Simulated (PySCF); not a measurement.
CF4 (SMILES FC(F)(F)F), singlet, geometry from GFN2-xTB; CAMB3LYP/STO-3G (PySCF).

The PySCF input:
```python
from pyscf import gto, scf, dft

mol = gto.M(
    atom='''
C     0.00000000    0.00000000   -0.00000000
F     0.76156680    0.76669051    0.74768414
F    -0.74940203   -0.75691441    0.76961488
F    -0.76791520    0.75064431   -0.75740957
F     0.75575043   -0.76042041   -0.75988945
''',
    basis='sto-3g',
    verbose=4,
)

mf = dft.RKS(mol)
mf.xc = 'camb3lyp'
mf.kernel()
```

The log (banner, timings and long lists left out):

```
PySCF version 2.14.0

[INPUT] verbose = 4
[INPUT] num. atoms = 5
[INPUT] num. electrons = 42
[INPUT] charge = 0
[INPUT] spin (= nelec alpha-beta = 2S) = 0
[INPUT] symmetry False subgroup None
[INPUT] Mole.unit = angstrom
[INPUT] Symbol           X                Y                Z      unit          X                Y                Z       unit  Magmom
[INPUT]  1 C      0.000000000000   0.000000000000   0.000000000000 AA    0.000000000000   0.000000000000   0.000000000000 Bohr   0.0
[INPUT]  2 F      0.761566800000   0.766690510000   0.747684140000 AA    1.439152677561   1.448835086203   1.412918252281 Bohr   0.0
[INPUT]  3 F     -0.749402030000  -0.756914410000   0.769614880000 AA   -1.416164593893  -1.430360934637   1.454361344590 Bohr   0.0
[INPUT]  4 F     -0.767915200000   0.750644310000  -0.757409570000 AA   -1.451149414891   1.418512162863  -1.431296651425 Bohr   0.0
[INPUT]  5 F      0.755750430000  -0.760420410000  -0.759889450000 AA    1.428161331222  -1.436986314429  -1.435982945446 Bohr   0.0

nuclear repulsion = 206.829444091093
number of shells = 15
number of NR pGTOs = 75
number of NR cGTOs = 25
basis = sto-3g
ecp = {}

******** <class 'pyscf.dft.rks.RKS'> ********
method = RKS
initial guess = minao
damping factor = 0
level_shift factor = 0
DIIS = <class 'pyscf.scf.diis.CDIIS'>
diis_start_cycle = 1
diis_space = 8
diis_damp = 0
SCF conv_tol = 1e-09
SCF conv_tol_grad = None
SCF max_cycles = 50
direct_scf = True
direct_scf_tol = 1e-13
XC library pyscf.dft.libxc version 7.1.2
    S. Lehtola, C. Steigemann, M. J. T. Oliveira, and M. A. L. Marques,  SoftwareX 7, 1–5 (2018)
XC functionals = camb3lyp
    T. Yanai, D. P. Tew, and N. C. Handy,  Chem. Phys. Lett. 393, 51 (2004)
radial grids:
    Treutler-Ahlrichs [JCP 102, 346 (1995); DOI:10.1063/1.469408] (M4) radial grids

becke partition: Becke, JCP 88, 2547 (1988); DOI:10.1063/1.454033
pruning grids: <function nwchem_prune>
grids dens level: 3
symmetrized grids: False
atomic radii adjust function: <function treutler_atomic_radii_adjust>
small_rho_cutoff = 0
Set gradient conv threshold to 3.16228e-05
Initial guess from minao.
tot grids = 71168
init E= -431.937557285648
  HOMO = -0.499388760985227  LUMO = 0.284283436423153  gap/eV = 21.32481
cycle= 1 E= -430.775842639271  delta_E= 1.16  |g|= 0.889  |ddm|= 2.95
  HOMO = -0.275672552018978  LUMO = 0.32214082840931  gap/eV = 16.26733
cycle= 2 E= -430.919199088278  delta_E= -0.143  |g|= 0.623  |ddm|= 1.86
  HOMO = -0.302869270469797  LUMO = 0.442426593877225  gap/eV = 20.28053
cycle= 3 E= -431.024625833222  delta_E= -0.105  |g|= 0.0073  |ddm|= 0.735
  HOMO = -0.304685531136946  LUMO = 0.445050478978633  gap/eV = 20.40136
cycle= 4 E= -431.024660537852  delta_E= -3.47e-05  |g|= 0.00113  |ddm|= 0.0186
  HOMO = -0.304442126379219  LUMO = 0.44511342513321  gap/eV = 20.39645
cycle= 5 E= -431.024661581979  delta_E= -1.04e-06  |g|= 0.000126  |ddm|= 0.00366
  HOMO = -0.304453783743755  LUMO = 0.445080303247826  gap/eV = 20.39586
cycle= 6 E= -431.024661593793  delta_E= -1.18e-08  |g|= 6.35e-06  |ddm|= 0.000412
  HOMO = -0.304452975448523  LUMO = 0.445081912280307  gap/eV = 20.39588
cycle= 7 E= -431.024661593817  delta_E= -2.38e-11  |g|= 4.49e-07  |ddm|= 1.81e-05
  HOMO = -0.304452990723697  LUMO = 0.445082105429355  gap/eV = 20.39589
Extra cycle  E= -431.024661593816  delta_E= 1.14e-12  |g|= 1.26e-07  |ddm|= 1.07e-06
converged SCF energy = -431.024661593816
```
